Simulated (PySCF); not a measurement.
## Electron affinity of Cr by level of theory

Cr⁻ [Ar] 3d5 4s2 (6S) → Cr [Ar] 3d5 4s1 (7S), as a difference of total energies. Calculation: PySCF 2.14, in dyall-av2z; the non-relativistic Hamiltonian (point nucleus). Correlated levels: valence: [Ar] frozen; virtual orbitals above 40 to 60 times the deepest correlated orbital energy dropped. The calculations carry no spin-orbit coupling.

| method | electron affinity (eV) | difference from reference (eV) |
| --- | --- | --- |
| UHF | -0.236 | -0.912 |
| MP2 (valence) | 0.107 | -0.569 |
| SCS-MP2 (valence) | 0.184 | -0.492 |
| CCSD (valence) | 0.475 | -0.201 |
| CCSD(T) (valence) | 0.575 | -0.101 |

Reference: 0.676 eV (measured; photodetachment measurements, as compiled on the Wikipedia data page of electron affinities).

These non-relativistic numbers lack the scalar-relativistic shift.

Errors of the correlated levels include the incompleteness of this basis and the frozen core.

A negative affinity means that the anion lies above the atom at that level of theory.

The coupled-cluster amplitudes are large for Cr⁻ (T1 above 0.03 or a double amplitude above 0.15), so a single reference is strained.
